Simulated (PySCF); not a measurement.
# Electronic structure of Fe (iron, neutral) at the UHF level

Configuration: [Ar] 3d6 4s2, high-spin 5D determinant. Calculation: PySCF 2.14, in x2c-TZVPall (6s5p4d1f, 48 functions); the spin-free X2C one-electron Hamiltonian (Gaussian nucleus).

| Quantity | Value |
| --- | --- |
| Total energy | -1271.336474 hartree |
| One-electron energy | -1755.9763 hartree |
| Hartree (Coulomb) energy | 539.6112 hartree |
| Exchange energy | -54.9714 hartree |
| ⟨S²⟩ | 6.0164 |
| ⟨L²⟩ | 6.015 |
| Sum of ⟨r⟩ | 21.78 bohr |
| Sum of ⟨r²⟩ | 40.66 bohr² |
| Traceless quadrupole moment −½Σ⟨3z² − r²⟩ along its main axis | 0.259 e·bohr² |
| Langevin diamagnetic susceptibility | -32.2 ×10⁻⁶ cm³/mol |
| Time after the integrals | 0.26 s of wall time on 1 thread of Neoverse-V1 (shared host) |

| shell | electrons | mean orbital energy (eV) | spread (eV) | rms radius, mean of both spins (bohr) |
| --- | --- | --- | --- | --- |
| 1s α | 1 | -7175.4 | 0 | 0.0675 |
| 1s β | 1 | -7175.3 | 0 | 0.0675 |
| 2s α | 1 | -884.35 | 0 | 0.288 |
| 2s β | 1 | -881.09 | 0 | 0.288 |
| 2p α | 3 | -750.09 | 0.908 | 0.260 |
| 2p β | 3 | -746.85 | 0.026 | 0.260 |
| 3s α | 1 | -120.49 | 0 | 0.870 |
| 3s β | 1 | -110.86 | 0 | 0.870 |
| 3p α | 3 | -80.872 | 2.026 | 0.937 |
| 3p β | 3 | -69.268 | 1.383 | 0.937 |
| 3d α | 5 | -18.306 | 2.351 | 1.23 |
| 3d β | 1 | -12.606 | 0 | 1.23 |
| 4s α | 1 | -7.668 | 0 | 3.48 |
| 4s β | 1 | -6.659 | 0 | 3.48 |

Densities and radii are taken from the X2C orbitals without a picture-change correction, which distorts them close to the nucleus.
